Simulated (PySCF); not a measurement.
Nonlinear optical response: C$_{6}$H$_{5}$AlOS

Geometry:
```csv
atom,x (Å),y (Å),z (Å)
C1,-1.846,2.115,0.182
C2,-0.568,1.732,0.188
C3,-0.152,0.444,-0.267
C4,1.084,-0.206,-0.331
Al5,2.386,-1.593,0.439
C6,0.304,-1.456,-0.380
O7,0.680,-2.530,0.114
C8,-0.916,-0.728,-0.739
S9,-2.276,-1.002,-1.566
H10,-2.141,3.097,0.509
H11,-2.628,1.456,-0.159
H12,0.222,2.386,0.534
H13,2.446,-1.492,1.976
H14,3.404,-2.226,-0.522
```

Method: quadratic response B3LYP/def2-SVPD first hyperpolarisability, Taylor convention, gas phase (PySCF). Geometry: GFN2-xTB.

The bonding changed while the geometry was optimised; results refer to the coordinates, not to the name.

(1) Give β for the processes computed.

## Answers

(1) In 10⁻³⁰ esu, Taylor convention; the vector part is βᵢ = ⅓ Σⱼ (βᵢⱼⱼ + βⱼᵢⱼ + βⱼⱼᵢ); β∥ is 3/5 of the vector part along the dipole, the dipole points from − to +:
```
          process  λ (nm)  β vector norm    β∥  β HRS  depolarisation ratio
  static β(0;0,0)       ∞           4.59  0.73   1.87                  5.28
Pockels β(−ω;ω,0)    1064           5.37  0.73      –                     –
Pockels β(−ω;ω,0)     800           6.15  0.71      –                     –
```

Second harmonics within 0.3 eV of the first excitation or beyond it are left out.

Task: Which lowest excitations, dipole and polarisabilities go with it?

Result: S1 2.30 eV (f = 0.000); S2 2.60 eV (f = 0.000); S3 3.35 eV (f = 0.013); dipole 3.87 D; isotropic α 130.7 au static, 133.9 au at 1064 nm, 136.6 au at 800 nm.
